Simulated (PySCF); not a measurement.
Computed shifts of a molecule C₅H₈O, PBE/pcSseg-1 run with PySCF, GIAO, gas phase, equivalent atoms averaged, in ppm (number of nuclei): ¹³C: 146.0 (1), 122.3 (1), 85.2 (1), 83.7 (1), 18.5 (1). ¹H: 5.69 (2), 5.60 (2), 5.52 (1), 1.87 (3). References: ¹³C against TMS (σ = 182.0 ppm); ¹⁷O against H2O (σ = 334.3 ppm); ¹H against TMS (σ = 31.49 ppm), references at their B3LYP-D3(BJ)/def2-TZVP geometries, non-relativistic. The structure is a stationary point at PBE0-D3(BJ)/def2-SVP. Other conformers were not sampled.

Which molecule gave these data?
(A) C=C=C(C)OC
(B) CC=C1COC1
(C) C=CCCC=O
(D) C=C[C@H]1C[C@@H]1O

B, CC=C1COC1
